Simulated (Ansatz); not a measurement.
A run for Ansatz (a quantum-chemistry and plane-wave program): R-B3LYP-D3(BJ)/def2-TZVP on Br2Ge (SMILES [Br][Ge][Br]).

Ansatz 0.2 input:
```yaml
crystal:
  periodic: [false, false, false]
  atoms:
    - {symbol: Ge, position_ang: [0.00800000, 0.00520000, -1.00220000]}
    - {symbol: Br, position_ang: [1.72130000, -0.00620000, 0.50910000]}
    - {symbol: Br, position_ang: [-1.72930000, 0.00100000, 0.49310000]}
basis:
  gaussian:
    orbitals: def2-TZVP
hamiltonian:
  xc: b3lyp
  dispersion: d3bj
relax: {f_tol: 0.004, max_steps: 120}
scf: {lower_state_search: off}
```

Program output:

```
WARN ansatz: RAYON_NUM_THREADS=4 ignored (pool sized by the plan → 4); use --threads N
Functional definition: B3LYP
these checks for a lower state are left out or cut short: stability, starts, cluster_reference, orbital_swaps, neighbouring_geometries, increment
integrals: 0.11 GiB planned
1020 factors; integrals over basis functions are off by at most 2.1e-4 eV
mean field: 1.11 GiB planned
mean field evaluation 1: about -196615.2058 eV, gradient 2.1e1 eV
mean field evaluation 2: about -196613.9115 eV, gradient 3.2e1 eV
mean field evaluation 4: about -196616.0118 eV, gradient 8.4e-1 eV
mean field evaluation 8: about -196616.0505 eV, gradient 4.7e-2 eV
mean field evaluation 16: about -196616.0505 eV, gradient 1.6e-6 eV
mean field -196616.05050392 eV, -7225.5065848734 hartree, gradient 1.7e-6 eV, S^2 0.000000; 0 other end points of the search recorded, 0 dependent functions left out
the calculation of the forces begins
reference -196616.05072034 eV, -7225.5065928269 hartree; 51, 51 occupied and 93, 93 virtual orbitals, 1020 factors
relax step   1: F+E_penalty+E_count = -196616.27132245 eV  Δ(F+E_penalty+E_count) = +0.000e0 eV  max|allowed force component| = 1.195e0 eV/Å  Δτ_max = 0.0000 Å  (15 SCF iters, accepted)
these checks for a lower state are left out or cut short: stability, starts, cluster_reference, orbital_swaps, neighbouring_geometries, increment
integrals: 0.11 GiB planned
1020 factors; integrals over basis functions are off by at most 2.4e-4 eV
mean field: 1.10 GiB planned
mean field -196616.14879920 eV, -7225.5101971583 hartree, gradient 3.7e-6 eV, S^2 0.000000; 0 other end points of the search recorded, 0 dependent functions left out
the calculation of the forces begins
reference -196616.14901713 eV, -7225.5102051672 hartree; 51, 51 occupied and 93, 93 virtual orbitals, 1020 factors
relax step   2: F+E_penalty+E_count = -196616.35828029 eV  Δ(F+E_penalty+E_count) = -8.696e-2 eV  max|allowed force component| = 1.560e-1 eV/Å  Δτ_max = 0.1634 Å  (21 SCF iters, accepted)
these checks for a lower state are left out or cut short: stability, starts, cluster_reference, orbital_swaps, neighbouring_geometries, increment
integrals: 0.11 GiB planned
1020 factors; integrals over basis functions are off by at most 2.2e-4 eV
mean field: 1.10 GiB planned
mean field evaluation 32: about -196616.1556 eV, gradient 1.8e-6 eV
mean field -196616.15558562 eV, -7225.5104465547 hartree, gradient 5.7e-6 eV, S^2 0.000000; 0 other end points of the search recorded, 0 dependent functions left out
the calculation of the forces begins
reference -196616.15580396 eV, -7225.5104545786 hartree; 51, 51 occupied and 93, 93 virtual orbitals, 1020 factors
relax step   3: F+E_penalty+E_count = -196616.36865729 eV  Δ(F+E_penalty+E_count) = -1.038e-2 eV  max|allowed force component| = 2.361e-2 eV/Å  Δτ_max = 0.0538 Å  (22 SCF iters, accepted)
these checks for a lower state are left out or cut short: stability, starts, cluster_reference, orbital_swaps, neighbouring_geometries, increment
integrals: 0.11 GiB planned
1020 factors; integrals over basis functions are off by at most 2.2e-4 eV
mean field: 1.11 GiB planned
mean field -196616.15539537 eV, -7225.5104395631 hartree, gradient 1.9e-6 eV, S^2 0.000000; 0 other end points of the search recorded, 0 dependent functions left out
the calculation of the forces begins
reference -196616.15561368 eV, -7225.5104475860 hartree; 51, 51 occupied and 93, 93 virtual orbitals, 1020 factors
relax step   4: F+E_penalty+E_count = -196616.36871266 eV  Δ(F+E_penalty+E_count) = -5.537e-5 eV  max|allowed force component| = 1.769e-3 eV/Å  Δτ_max = 0.0035 Å  (15 SCF iters, accepted)
Total energy: -196616.36893098 eV, -7225.5182868520 hartree
Atom 0 at     0.005359     0.005188    -0.998831 Å, force    -0.001769    -0.000002     0.001110 eV/Å
Atom 1 at     1.830062    -0.006424     0.509036 Å, force     0.001345    -0.000004     0.000168 eV/Å
Atom 2 at    -1.835421     0.001236     0.489796 Å, force     0.000424     0.000006    -0.001278 eV/Å
Dipole moment:     0.002515     0.002188    -0.421446 e Å
Checks for a lower state left out: stability, starts, cluster_reference, orbital_swaps, neighbouring_geometries, increment
```

Self-consistency was reached.

Cost: about 40 core-seconds (a rough figure).
